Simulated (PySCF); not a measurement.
HNbO₃, multiplicity 1. Atoms are numbered in the order given.

```xyz
5

Nb    -0.1453     0.0402     0.1481
O     -0.7193    -1.4449    -0.4762
O     -0.5537     1.2713    -0.9682
O      1.7083     0.0345     0.6195
H      2.4747    -0.5372     0.5280
```
Charge 0, spin multiplicity 1.

Geometry optimised at PBE0-D3(BJ)/def2-SVP. The spin state was assumed, not searched. The def2 effective core potentials stand for the cores of Nb; spin–orbit coupling is left out. The values are those of a single conformer.

Level of theory: PBE0-D3(BJ)/def2-SVP in PySCF.

Frequencies are harmonic and unscaled.

Question: Estimate the vibrational spectrum. (An estimate is asked for; the answer gives what the named calculation found.)

Answer: 
```tsv
mode	ν (cm⁻¹)	IR (km/mol)	moving atoms (share of kinetic energy)
1	158	52.0	O 64 %, Nb 26 %, H 11 %
2	197	58.8	H 66 %, O 29 %
3	242	79.1	O 72 %, H 20 %
4	345	23.0	O 84 %
5	498	189.8	H 77 %, O 21 %
6	731	113.0	O 73 %, Nb 17 %, H 10 %
7	988	292.8	O 81 %, Nb 19 %
8	1029	99.0	O 89 %, Nb 11 %
9	3960	236.9	H 94 %
```
